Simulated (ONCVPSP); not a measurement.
# vanadium (V), ONCV: configuration errors across variants

V (Z = 23), optimised norm-conserving Vanderbilt (ONCV), made with ONCVPSP 4.0.1 (PBE, scalar-relativistic). Core [Ne], reference 3s2 3p6 3d3 4s1 4p1. Waves: 3s+4s: rc 1.50 bohr, ncon 4, nbas 9, qcut 9 1/bohr, 2 projectors; 3p+4p: rc 1.40 bohr, ncon 5, nbas 8, qcut 12.4 1/bohr, 2 projectors; 3d: rc 1.25 bohr, ncon 5, nbas 10, qcut 10.2 1/bohr, 3 projectors, debl 3.4 Ha. Local part: polynomial inside 1.10 bohr (lpopt 3, dvloc0 0 Ha). Core correction: none.

All-electron excitation energies from the reference (eV): (1) 3s2 3p6 3d3 4s2 4p0 -3.347; (2) 3s2 3p6 3d3 4s1 4p0 4.388; (3) 3s2 3p6 3d3 4s0 4p0 18.683; (4) 3s2 3p6 3d3.5 4s1.5 4p0 -3.293.

3 further variants failed, have other tests or too few solved ones, and are left out.

Errors AE − PS in meV (a dash: test not solved or not reliable):

| change | (1) | (2) | (3) | (4) | bound ghosts | GHOST(+) flags above zero |
| --- | --- | --- | --- | --- | --- | --- |
| base | +0.6 | 0.0 | 0.0 | +0.3 | none | none |
| d: debl 1.7 | +0.6 | 0.0 | 0.0 | +0.3 | none | none |
| s: qcut 6.9; p: qcut 9.4; d: qcut 7.8 | +0.5 | -0.2 | -0.5 | +0.5 | none | d |
| all radii scaled by about 1.07 (s 1.60, p 1.50, d 1.34 bohr); local potential polynomial inside 1.18 bohr (lpopt 3, dvloc0 0 Ha) | +0.5 | -0.2 | -0.4 | +0.3 | none | none |
| s: nproj 3 | +0.6 | 0.0 | 0.0 | +0.3 | none | none |

**Question.** Give the same row for: local potential polynomial inside 0.80 bohr (lpopt 5, dvloc0 0 Ha).

**Answer.** +0.4, -0.2, -0.4, +0.3; bound ghosts: none; GHOST(+) flags above zero: s.
